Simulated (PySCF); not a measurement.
Harmonic spectrum computed at B3LYP in the def2-TZVP basis family (core potentials from Rb on, PySCF, no spin–orbit coupling):

```tsv
symmetry	ω (cm⁻¹)	IR (km/mol, summed over degenerate members)
e	93	0.0
t2	123	30.5
a1	349	0.0
t2	387	190
```

Problem. Which molecule gave it? In each, all ligands are bound to the one heavy central atom.
A. SiCl₄ (singlet)
B. GeCl₄ (singlet)
C. TiCl₄ (singlet)
D. SnCl₄ (singlet)

Solution. D. It has Td symmetry with Sn–Cl 2.314 Å (×4).
